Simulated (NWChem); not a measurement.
System: CsCl; SMILES [Cl][Cs]

Input file for NWChem:

```
start job
memory heap 200 mb stack 700 mb global 900 mb
geometry units angstroms noautoz
  Cs     0.000000     0.000000    -0.707842
  Cl     0.000000     0.000000     2.228375
end
basis spherical
  Cs library def2-svp
  Cl library def2-svp
end
ecp
  Cs library def2-ecp
end
dft
  xc m06-l
  iterations 150
  mulliken
end
task dft energy
```

Coordinates come from a PBE0/def2-SVP optimisation. def2 effective core potentials on Cs; no spin-orbit coupling.

Predict the main results of this run. (M06-L/def2-SVP with def2 effective core potentials on Cs.) Quantities: energy (Ha); highest occupied level (eV); orbital gap (eV); dipole (D).

energy (Ha): -480.29
highest occupied level (eV): -4.51
orbital gap (eV): 2.04
dipole (D): 10.16
